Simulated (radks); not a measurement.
Results of a calculation; reference values are marked as such.
Spin polarisation of the 4d9 shell in the silver ion Ag2+. Start: [Kr] 4d(up 4.5, down 4.5); electrons of 4d are moved from spin down to spin up, other shells keep equal spins. Code: a radial shooting solver on a logarithmic mesh with Libxc functionals. Model: scalar-relativistic Kohn-Sham, PBE, spin-polarised, spherical densities, point nucleus.

| moment (Bohr magnetons) | E - E(0) (eV) | e(4d up) (eV) | e(4d down) (eV) | 4p down minus up (eV) | 4s down minus up (eV) | 3d down minus up (eV) |
|---|---|---|---|---|---|---|
| 0 | 0.000 | -28.891 | -28.891 | 0.000 | 0.000 | 0.000 |
| 0.25 | -0.011 | -28.982 | -28.799 | 0.192 | 0.186 | 0.042 |
| 0.5 | -0.046 | -29.071 | -28.704 | 0.384 | 0.373 | 0.085 |
| 0.75 | -0.103 | -29.158 | -28.607 | 0.576 | 0.559 | 0.127 |
| 1 | -0.184 | -29.243 | -28.508 | 0.768 | 0.745 | 0.169 |

At moment 1 the spin-polarisation energy is -0.184 eV and the 4d exchange splitting 0.735 eV, that is 0.735 eV per Bohr magneton; E = -I m^2/4 would give I = 0.735 eV.
